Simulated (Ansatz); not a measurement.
Calculated with Ansatz (gas phase, PBE0-D4/def2-TZVP geometries, no zero-point term in ΔE). CBS: MP2 limit from def2 TZ/QZ plus the TZ coupled-cluster correction, frozen cores. This one scheme is used for every species. Functionals use def2-TZVPP. One conformer a species, not always the lowest.

Consider the ligand exchange at the Al–C bond: `[CH3][Al]([SH])[SH]` + CH₃OH → `C[O][Al]([SH])[SH]` + CH₄.

| level | ΔE (kJ/mol) |
| --- | --- |
| PBE-D4 | -123.8 |
| PBE0-D4 | -125.9 |
| PBE | -122.4 |
| PBE0 | -124.7 |

**Question.** What does CCSD(T)/CBS give? (Best estimate.)

**Answer.** Computed: -132.6 kJ/mol. The listed levels differ from it by 8.8, 6.7, 10.2, 7.9 kJ/mol.

Largest T1 diagnostic among the species: 0.012.

In def2-TZVPP, CCSD(T) changes the Hartree–Fock value by +10.7 kJ/mol (the triples alone add +1.3 kJ/mol) and MP2 by +7.8 kJ/mol.
